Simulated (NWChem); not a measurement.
All runs are NWChem calculations. System: arsenic trifluoride (AsF3), charge 0, spin multiplicity 1, at a geometry optimised with PBE0/def2-SVP. Level: constrained B3LYP/def2-SVP, VWN1-RPA local correlation.

Input file:

```
start mol
memory heap 200 mb stack 900 mb global 1100 mb
geometry units angstroms nocenter noautoz noautosym
  F      0.738925    -0.489175     1.281763
  As     0.000896     0.398876     0.000000
  F      0.738925    -0.489175    -1.281763
  F     -1.481134    -0.484194     0.000000
end
basis spherical
  * library def2-svp
end
dft
  xc b3lyp
  semidirect memsize 60000000 filesize 0
  iterations 100
  convergence nolevelshifting
  cdft 2 2 charge -0.3 pop becke
end
task dft energy
```

Output (cleaned and shortened):

```
             Northwest Computational Chemistry Package (NWChem) 7.3.0
             --------------------------------------------------------

                                NWChem Input Module
                                -------------------

 Scaling coordinates for geometry "geometry" by  1.889725989
 (inverse scale =  0.529177249)

                             Geometry "geometry" -> ""
                             -------------------------

 Output coordinates in angstroms (scale by  1.889725989 to convert to a.u.)

  No.       Tag          Charge          X              Y              Z
 ---- ---------------- ---------- -------------- -------------- --------------
    1 F                    9.0000     0.73892500    -0.48917500     1.28176300
    2 As                  33.0000     0.00089600     0.39887600     0.00000000
    3 F                    9.0000     0.73892500    -0.48917500    -1.28176300
    4 F                    9.0000    -1.48113400    -0.48419400     0.00000000

 Effective nuclear repulsion energy (a.u.)     323.4651667098

            Nuclear Dipole moment (a.u.)
            ----------------------------
        X                 Y               Z
 ---------------- ---------------- ----------------
     0.0000226767     0.0000226767     0.0000000000


 Summary of "ao basis" -> "" (spherical)
 ------------------------------------------------------------------------------
       Tag                 Description            Shells   Functions and Types
 ---------------- ------------------------------  ------  ---------------------
 *                          def2-svp                  on all atoms

                                 NWChem DFT Module
                                 -----------------

 Summary of "ao basis" -> "ao basis" (spherical)
 ------------------------------------------------------------------------------
       Tag                 Description            Shells   Functions and Types
 ---------------- ------------------------------  ------  ---------------------
 F                          def2-svp                 6       14   3s2p1d
 As                         def2-svp                12       32   5s4p3d

 Summary of "ao basis" -> "ao basis" (spherical)
 ------------------------------------------------------------------------------
       Tag                 Description            Shells   Functions and Types
 ---------------- ------------------------------  ------  ---------------------
 F                          def2-svp                 6       14   3s2p1d
 As                         def2-svp                12       32   5s4p3d

            General Information
            -------------------
          SCF calculation type: DFT
          Wavefunction type:  closed shell.
          No. of atoms     :     4
          No. of electrons :    60
           Alpha electrons :    30
            Beta electrons :    30
          Charge           :     0
          Spin multiplicity:     1
          Use of symmetry is: off; symmetry adaption is: off
          Maximum number of iterations: 100
          AO basis - number of functions:    74
                     number of shells:    30
          Convergence on energy requested:  1.00D-06
          Convergence on density requested:  1.00D-05
          Convergence on gradient requested:  5.00D-04

              XC Information
              --------------
                         B3LYP Method XC Potential
                     Hartree-Fock (Exact) Exchange  0.200
                        Slater Exchange Functional  0.800 local
                    Becke 1988 Exchange Functional  0.720 non-local
              Lee-Yang-Parr Correlation Functional  0.810
                  VWN I RPA Correlation Functional  0.190 local

             Grid Information
             ----------------
          Grid used for XC integration:  medium
          Radial quadrature: Mura-Knowles
          Angular quadrature: Lebedev.
          Tag              B.-S. Rad. Rad. Pts. Rad. Cut. Ang. Pts.
          ---              ---------- --------- --------- ---------
          F                   0.50       49           7.0       434
          As                  1.15      112           6.0       590
          Grid pruning is: on
          Number of quadrature shells:   259
          Spatial weights used:  Erf1

          Convergence Information
          -----------------------
          Convergence aids based upon iterative change in
          total energy or number of iterations.
          Levelshifting, if invoked, occurs when the
          HOMO/LUMO gap drops below (HL_TOL):  1.00D-02
          DIIS, if invoked, will attempt to extrapolate
          using up to (NFOCK): 10 stored Fock matrices.

                    Damping( 0%)  Levelshifting(0.0)       DIIS
                  --------------- ------------------- ---------------
          dE  on:    start             N/A                start
          dE off:    2 iters           N/A              100 iters

      Screening Tolerance Information
      -------------------------------
          Density screening/tol_rho:  1.00D-10
          AO Gaussian exp screening on grid/accAOfunc:  14
          CD Gaussian exp screening on grid/accCDfunc:  20
          XC Gaussian exp screening on grid/accXCfunc:  20
          Schwarz screening/accCoul:  1.00D-08

      Superposition of Atomic Density Guess
      -------------------------------------

 Sum of atomic energies:       -2531.73716087

      Non-variational initial energy
      ------------------------------

 Total energy =   -2531.976609
 1-e energy   =   -4177.453562
 2-e energy   =    1322.011786
 HOMO         =      -0.357118
 LUMO         =       0.053363

------------------------------------------------------------
EAF file 0: "./mol.aoints.0" size=524288 bytes
------------------------------------------------------------
               write      read    awrite     aread      wait
               -----      ----    ------     -----      ----
     calls:        1         0         0         0         0
   data(b): 5.24e+05  0.00e+00  0.00e+00  0.00e+00
   time(s): 0.00e+00  0.00e+00  0.00e+00  0.00e+00  0.00e+00
rate(mb/s): 0.00e+00  0.00e+00
------------------------------------------------------------

   convergence    iter        energy       DeltaE   RMS-Dens  Diis-err    time
 ---------------- ----- ----------------- --------- --------- ---------  ------
 d= 0,ls=0.0,diis     1  -2534.8614191889 -2.86D+03  4.63D-02  1.14D+00     1.9
 CDFT multipliers:
      1       -0.3097693858
      iter =    7
 d= 0,ls=0.0,diis     2  -2533.0027142805  1.86D+00  6.68D-03  1.41D+01     2.1
 CDFT multipliers:
      1       -0.5640688674
      iter =    8
 d= 0,ls=0.0,diis     3  -2533.2950143495 -2.92D-01  7.28D-03  6.71D+00     2.3
 CDFT multipliers:
      1       -0.8424499319
      iter =    7
 d= 0,ls=0.0,diis     4  -2533.4322082746 -1.37D-01  7.94D-03  2.58D+00     2.5
 CDFT multipliers:
      1       -1.1359419750
      iter =    6
 d= 0,ls=0.0,diis     5  -2533.5223971148 -9.02D-02  3.93D-03  1.99D-01     2.6
 CDFT multipliers:
      1       -1.2615994445
      iter =    5
  Resetting Diis
 d= 0,ls=0.0,diis     6  -2533.5295109043 -7.11D-03  1.08D-03  4.10D-03     2.8
 CDFT multipliers:
      1       -1.2554050526
      iter =    5
 d= 0,ls=0.0,diis     7  -2533.5285279325  9.83D-04  5.64D-03  1.25D-02     3.0
 CDFT multipliers:
      1        0.0013173143
      iter =    5
 d= 0,ls=0.0,diis     8  -2533.4762185825  5.23D-02  3.74D-04  8.77D+00     3.2
 CDFT multipliers:
      1       -1.2546482077
      iter =    5
 d= 0,ls=0.0,diis     9  -2533.4841169318 -7.90D-03  4.49D-03  4.61D-01     3.4
 CDFT multipliers:
      1       -1.2578855934
      iter =    2
 d= 0,ls=0.0,diis    10  -2533.5297858377 -4.57D-02  7.20D-05  3.25D-05     3.7
 CDFT multipliers:
      1       -1.2572906247
      iter =    2
 d= 0,ls=0.0,diis    11  -2533.5297891722 -3.33D-06  5.94D-05  1.96D-05     3.9
 CDFT multipliers:
      1       -1.2573497078
      iter =    2
 d= 0,ls=0.0,diis    12  -2533.5297889298  2.42D-07  3.61D-05  2.29D-05     4.1
 CDFT multipliers:
      1       -1.2574235207
      iter =    2
 d= 0,ls=0.0,diis    13  -2533.5297913486 -2.42D-06  1.73D-05  1.15D-07     4.3
 CDFT multipliers:
      1       -1.2573797058
      iter =    2
 d= 0,ls=0.0,diis    14  -2533.5297914275 -7.89D-08  2.33D-06  6.15D-08     4.5
  CDFT final multipliers
      1       -1.2573773293

         Total DFT energy =    -2533.529791434598
      One electron energy =    -4185.947888200591
           Coulomb energy =     1443.112247032448
    Exchange-Corr. energy =     -114.159316976292
 Nuclear repulsion energy =      323.465166709838

 Numeric. integr. density =       60.000006639729

     Total iterative time =      4.0s

                       DFT Final Molecular Orbital Analysis
                       ------------------------------------

 Vector   28  Occ=2.000000D+00  E=-7.027718D-01
              MO Center= -5.5D-01, -3.9D-01, -6.2D-03, r^2= 2.4D+00
   Bfn.  Coefficient  Atom+Function         Bfn.  Coefficient  Atom+Function
  ----- ------------  ---------------      ----- ------------  ---------------
    64      0.487250  4 F  px                67     -0.259354  4 F  px
    50      0.257847  3 F  px                 4      0.256346  1 F  px
    65     -0.255303  4 F  py                29     -0.155699  2 As px
    42     -0.135956  2 As d -2              52     -0.135707  3 F  pz
    68      0.134076  4 F  py                 6      0.131102  1 F  pz

 Vector   29  Occ=2.000000D+00  E=-7.027699D-01
              MO Center=  5.5D-01, -3.9D-01,  6.2D-03, r^2= 2.4D+00
   Bfn.  Coefficient  Atom+Function         Bfn.  Coefficient  Atom+Function
  ----- ------------  ---------------      ----- ------------  ---------------
     6      0.411558  1 F  pz                52      0.410062  3 F  pz
     5      0.220626  1 F  py                51     -0.219206  3 F  py
     9     -0.216541  1 F  pz                55     -0.215695  3 F  pz
    66      0.179770  4 F  pz                31     -0.155696  2 As pz
    43     -0.136204  2 As d -1               4      0.135352  1 F  px

 Vector   30  Occ=2.000000D+00  E=-6.867726D-01
              MO Center= -9.7D-04, -4.9D-01,  1.2D-06, r^2= 2.6D+00
   Bfn.  Coefficient  Atom+Function         Bfn.  Coefficient  Atom+Function
  ----- ------------  ---------------      ----- ------------  ---------------
    66      0.425993  4 F  pz                 4      0.368959  1 F  px
    50     -0.368959  3 F  px                69     -0.239720  4 F  pz
     6     -0.213034  1 F  pz                52     -0.213034  3 F  pz
     7     -0.207623  1 F  px                53      0.207623  3 F  px
     9      0.119879  1 F  pz                55      0.119879  3 F  pz

 Vector   31  Occ=0.000000D+00  E=-5.597961D-01
              MO Center= -1.0D-01,  1.2D-01, -4.9D-04, r^2= 2.6D+00
   Bfn.  Coefficient  Atom+Function         Bfn.  Coefficient  Atom+Function
  ----- ------------  ---------------      ----- ------------  ---------------
    29      0.420363  2 As px                65     -0.368251  4 F  py
    42      0.351217  2 As d -2              26      0.319979  2 As px
    68      0.224942  4 F  py                51      0.184761  3 F  py
     5      0.183222  1 F  py                 6     -0.167893  1 F  pz
    52      0.168165  3 F  pz                23     -0.164976  2 As px

 Vector   32  Occ=0.000000D+00  E=-5.597953D-01
              MO Center=  1.0D-01,  1.2D-01,  4.9D-04, r^2= 2.6D+00
   Bfn.  Coefficient  Atom+Function         Bfn.  Coefficient  Atom+Function
  ----- ------------  ---------------      ----- ------------  ---------------
    31      0.420367  2 As pz                43      0.351992  2 As d -1
     5      0.320038  1 F  py                28      0.319979  2 As pz
    51     -0.319152  3 F  py                66      0.234471  4 F  pz
     8     -0.195353  1 F  py                54      0.194813  3 F  py
    69     -0.173972  4 F  pz                45      0.171634  2 As d  1

 Vector   33  Occ=0.000000D+00  E=-4.930784D-01
              MO Center=  1.3D-03,  5.6D-01,  5.8D-08, r^2= 3.2D+00
   Bfn.  Coefficient  Atom+Function         Bfn.  Coefficient  Atom+Function
  ----- ------------  ---------------      ----- ------------  ---------------
    18      1.378942  2 As s                 30     -0.809186  2 As py
    19     -0.721950  2 As s                 17     -0.459789  2 As s
    27      0.347242  2 As py                64      0.232780  4 F  px
    67     -0.226438  4 F  px                 6     -0.201250  1 F  pz
    52      0.201250  3 F  pz                 9      0.195951  1 F  pz

     ---------------------------------------------
      Total Density - Mulliken Population Analysis
     ---------------------------------------------

    Atom       Charge   Shell Charges
 -----------   ------   -------------------------------------------------------
    1 F    9     8.29   1.99  1.25  0.67  3.01  1.37  0.00
    2 As  33    35.12   2.00  2.00  1.99  1.76  0.30  6.00  5.97  2.94  1.38  8.10  1.88  0.80
    3 F    9     8.29   1.99  1.25  0.67  3.01  1.37  0.00
    4 F    9     8.29   1.99  1.25  0.67  3.01  1.37  0.00

     -------------------------------------------
      Total Density - Lowdin Population Analysis
     -------------------------------------------

    Atom       Charge   Shell Charges
 -----------   ------   -------------------------------------------------------
    1 F    9     8.38   1.98  1.11  0.74  2.85  1.70  0.01
    2 As  33    34.85   2.00  2.00  1.96  1.20  0.63  5.99  5.85  2.60  1.63  7.80  2.12  1.08
    3 F    9     8.38   1.98  1.11  0.74  2.85  1.70  0.01
    4 F    9     8.38   1.98  1.11  0.74  2.85  1.70  0.01

 center of mass
 --------------
 x =   0.00006789 y =   0.03006032 z =   0.00000000

 moments of inertia (a.u.)
 ------------------
         313.749286205849           0.296184718757           0.000000000000
           0.296184718757         445.847931635240           0.000000000000
           0.000000000000           0.000000000000         313.745800210605

     Multipole analysis of the density
     ---------------------------------

     L   x y z        total         alpha         beta         nuclear
     -   - - -        -----         -----         ----         -------
     0   0 0 0     -0.000000    -30.000000    -30.000000     60.000000

     1   1 0 0     -0.011248     -0.005635     -0.005635      0.000023
     1   0 1 0     -5.047631     -2.523827     -2.523827      0.000023
     1   0 0 1      0.000001      0.000000      0.000000      0.000000

     2   2 0 0    -16.271153    -60.937388    -60.937388    105.603623
     2   1 1 0     -0.026356      0.058503      0.058503     -0.143363
     2   1 0 1      0.000001      0.000001      0.000001      0.000000
     2   0 2 0    -27.976693    -34.821260    -34.821260     41.665828
     2   0 1 1     -0.000001     -0.000000     -0.000000      0.000000
     2   0 0 2    -16.270710    -60.937996    -60.937996    105.605281

 Task  times  cpu:        4.7s     wall:        4.7s

 Total times  cpu:        4.7s     wall:        4.7s
```
